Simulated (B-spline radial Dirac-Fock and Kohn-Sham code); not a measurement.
**Auger parameter of lutetium: the L3 level and its strongest L3-MM line**

Method: ΔSCF Dirac-Fock with Breit, self-energy and vacuum polarisation, finite nucleus, configuration average. Computed with an atomic code on a B-spline grid. The modified Auger parameter α′ is the binding energy plus the kinetic energy of the Auger electron; it does not depend on the energy zero. For free ions it tends to fall with charge, since less charge screens the final holes.

```tsv
species	configuration	binding 2p3/2 (eV)	Auger line	kinetic (eV)	α′ (eV)
Lu	[Xe] 4f14 5d1 6s2	9252.0	M3M3 J=2	5133.9	14385.9
Lu	[Xe] 4f14 5d3	9248.4	M3M3 J=2	5139.9	14388.3
Lu⁺	[Xe] 4f14 6s2	9262.5	M3M3 J=2	5121.3	14383.8
Lu⁺ (Watson 1.6 Å)	[Xe] 4f14 6s2	9254.8	M3M3 J=2	5129.6	14384.5
Lu²⁺	[Xe] 4f14 6s1	9271.4	M3M3 J=2	5111.4	14382.7
Lu²⁺ (Watson 1.8 Å)	[Xe] 4f14 6s1	9256.2	M3M3 J=2	5127.0	14383.2
Lu²⁺ (Watson 3 Å)	[Xe] 4f14 6s1	9261.8	M3M3 J=2	5121.0	14382.8
Lu³⁺	[Xe] 4f14	9281.2	M3M3 J=2	5100.6	14381.8
Lu³⁺ (Watson 1.8 Å)	[Xe] 4f14	9257.2	M3M3 J=2	5124.6	14381.8
Lu³⁺ (Watson 3 Å)	[Xe] 4f14	9266.8	M3M3 J=2	5115.0	14381.8
Lu⁴⁺	[Xe] 4f13	9305.9	M3M3 J=2	5070.8	14376.7
Lu⁵⁺	[Xe] 4f12	9333.0	M3M3 J=2	5038.5	14371.6
Lu⁶⁺	[Kr] 4d10 4f13 5s2 5p4	9345.3	M3M3 J=2	5031.0	14376.3
Lu⁷⁺	[Kr] 4d10 4f13 5s2 5p3	9366.3	M3M3 J=2	5010.4	14376.7
```
